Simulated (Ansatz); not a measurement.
Molecule: sum formula GeH3Te4, net charge 0, doublet state. It need not be the lowest isomer of its formula. 
Coordinates optimised at B3LYP-D3(BJ)/def2-TZVP (Ansatz, a first-principles code):
SMILES: [TeH][Ge]([Te])([TeH])[TeH]
```xyz
8

Te     0.2230     1.9471    -1.6305
Ge     0.0360    -0.0765    -0.1384
Te    -1.0417     1.3180     1.8167
Te    -1.3974    -2.1040    -0.8587
Te     2.2353    -1.1204     0.7553
H     -2.5109     1.3723     1.0389
H     -2.7532    -1.1506    -0.9993
H      3.1179     0.1146     0.0818
```
Charge 0, spin multiplicity 2.

Wanted: atomisation energy (electronic, to ground-state atoms), in kcal/mol. Correlated levels leave the core frozen unless marked. Open shells are spin-unrestricted. No spin-orbit coupling. Frozen are the shells of the preceding noble gas and the d and f shells that filled before the atom's block. Past Kr the def2 sets carry scalar-relativistic core potentials. STO-3G rows are all-electron and non-relativistic. The coupled-cluster limit lacks core correlation, which all-electron functionals hold. Basis-set limits of correlation are two-point, X^-3; Hartree-Fock from the larger set.

```json
[
 {"level": "HF/STO-3G", "program": "Ansatz", "atomisation energy (kcal/mol)": "403.2"},
 {"level": "PBE/def2-TZVPD", "program": "Ansatz", "atomisation energy (kcal/mol)": "418.9"},
 {"level": "BLYP-D4/def2-TZVPD", "program": "Ansatz + dftd4", "atomisation energy (kcal/mol)": "418.7"},
 {"level": "B97M-V/def2-TZVPD", "program": "Ansatz", "atomisation energy (kcal/mol)": "413.9"}
]
```

Estimate the value at CCSD(T)/CBS(def2-TZVPP,def2-QZVPP) as computed with Ansatz.

408.0 kcal/mol, so B97M-V/def2-TZVPD differs from it by 5.9 kcal/mol.
